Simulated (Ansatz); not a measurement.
Task: Name a neutral molecule of S, Sn and H with HOMO energy (PBE0/def2-TZVPP) between -7.45 and -7.15 eV and HOMO–LUMO gap (ωB97M-V/def2-TZVPP) between 10.40 and 10.70 eV (Ansatz, PBE0-D4/def2-TZVP geometry).

Result: `[SH][SnH3]` (-7.27 eV, 10.44 eV). Other molecules can fit too; these were computed, each in one conformer that needn't be the lowest.
